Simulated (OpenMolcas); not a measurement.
# Levels of F II by method

- Program: OpenMolcas
- Basis: ANO-RCC-VDZP [3s2p1d]
- Scalar Hamiltonian: DKH2, point nucleus
- Active space: 6 electrons in 4 orbitals (2s 2p)
- State averaging: 2S+1 = 3 even, 3 roots; 2S+1 = 1 even, 6 roots kept (CI in the orbitals of an earlier block); 2S+1 = 3 odd, 3 roots; 2S+1 = 1 odd, 3 roots kept (CI in the orbitals of an earlier block)
- Spin-orbit coupling: RASSI with atomic mean-field integrals over the reference wave functions, term energies averaged over their components

Methods on the same reference wave functions:
A. CASSCF
B. SS-CASPT2, IPEA 0.25 Eh, imaginary shift 0.1 Eh (closed shells correlated: 1s)

Energies in cm⁻¹ above 2s² 2p⁴ ³P₂, the measured ground level; measured values from NIST Handbook of Basic Atomic Spectroscopic Data.

```tsv
Level	A	B	Measured
2s² 2p⁴ ³P₂	0.0	0.0	0.0
2s² 2p⁴ ³P₁	328	328	341
2s² 2p⁴ ³P₀	486	486	490
2s² 2p⁴ ¹D₂	22835	22410	20873
2s² 2p⁴ ¹S₀	42850	46200	44918
2s 2p⁵ ³P°₂	176017	168700	164798
2s 2p⁵ ³P°₁	176336	169020	165107
2s 2p⁵ ³P°₀	176497	169180	165279
2s 2p⁵ ¹P°₁	260276	245080
```

Deviations, from unrounded energies. A percentage is the sum of absolute deviations over the sum of measured energies, with the sign that they share, or ± where signs differ.

```
                        Against measurement  Levels     A     B
             mean absolute deviation (cm-1)       7  5400  2100
      fine structure of the ground term (%)       2  -2.1  -2.0
other terms of the ground configuration (%)       2  ±6.1  +4.3
                   other configurations (%)       3  +6.8  +2.4
```

B lies closest to measurement on these levels. The largest miss of B in the table is 2s 2p⁵ ³P°₁, by +3900 cm-1. The ranking rests on the paired levels alone, and a cruder setting can come out closer through cancelling errors.

From A to B the spin-free energies of the other terms of 2s² 2p⁴ shown, above ³P, scale by factors of 0.98 to 1.08.

The lowest spin-free term lies below A's lowest term by 0.099 hartree in B.

CASPT2 does not keep the components of a term degenerate, so their means are used; among the terms shown or strongly mixed into the levels shown the widest spread is 48 cm-1 (2s² 2p⁴ ¹D, B). Terms from blocks run as CI alone lack orbitals of their own. Without dynamic correlation excited terms often stand tens of per cent too high (terms of higher spin than the ground term too low), and those without a measured partner can miss by more than the paired ones (holds for A). Measured partners are found by configuration, term and J. A level has none where our copy of the source lacks it or the pairing is in doubt (some pairs that miss far off the trend of their configuration count as doubtful), and it then counts in no deviation. Only configurations of the active space appear.

° marks odd parity.
